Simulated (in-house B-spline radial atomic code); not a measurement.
## BHandHLYP excitations of S4+

Method: BHandHLYP. Computed with a B-spline radial code for spherical atoms: linear response of the closed shell [Ne] 3s2 with the functional's adiabatic kernel; scalar-relativistic (spin-free one-electron X2C), finite nucleus, no spin-orbit coupling, no double excitations, S, P, D and F terms only.

Command:
```bash
python run_td.py task.json out
```
Settings (radii: box in bohr, nucleus in fm):
```
Z                        16
electrons                12
configuration            [Ne] 3s2
hamiltonian              x2c
method                   bhandhlyp
box_radius               19.1
rms_radius               3.2611
intervals                72
```

Run time, properties included: 0.4 s on 1 thread of Intel(R) Xeon(R) Platinum 8488C (Sapphire Rapids) (shared host).

The lowest states, in the order of their Tamm-Dancoff energies; the method's threshold (minus the highest occupied level) is 68.93 eV. Labels give the largest channel, * marks a mixed state, and oscillator strengths are full-response dipole values. Semilocal kernels can invert the small singlet-triplet splittings of Rydberg terms. Energies in eV:

| state | full response | Tamm-Dancoff | oscillator strength |
| --- | --- | --- | --- |
| 3s → 3p 3P | ? | ? | - |
| 3s → 3p 1P | 15.769 | 16.336 | 1.37 |
| 3s → 3d 3D | 27.615 | 27.685 | - |
| 3s → 3d 1D | 30.27 | 30.29 | - |
| 3s → 4s 3S | 37.72 | 37.72 | - |
| 3s → 4s 1S | ? | ? | - |
| 3s → 4p 3P | 42.15 | 42.16 | - |
| 3s → 4p 1P | 42.72 | 42.75 | 0.1 |
| 3s → 4d 3D | 47.95 | 47.95 | - |
| 3s → 4d 1D | 48.28 | 48.28 | - |

**Question.** Where does 3s → 3p 3P lie?

**Answer.** At 9.340 eV in full response, 9.765 eV in Tamm-Dancoff.

**Question.** Where does 3s → 4s 1S lie?

**Answer.** At 39.06 eV in full response, 39.09 eV in Tamm-Dancoff.

**Question.** How large is the singlet-triplet splitting of 3s → 3p (P terms) in Tamm-Dancoff?

**Answer.** 6.57 eV, from the unrounded values.

**Question.** What polarisabilities and dispersion coefficient does the method give?

**Answer.** Dipole 4.244 bohr³, quadrupole 6.066 bohr⁵, C6 8.301 hartree·bohr⁶ for two such species.
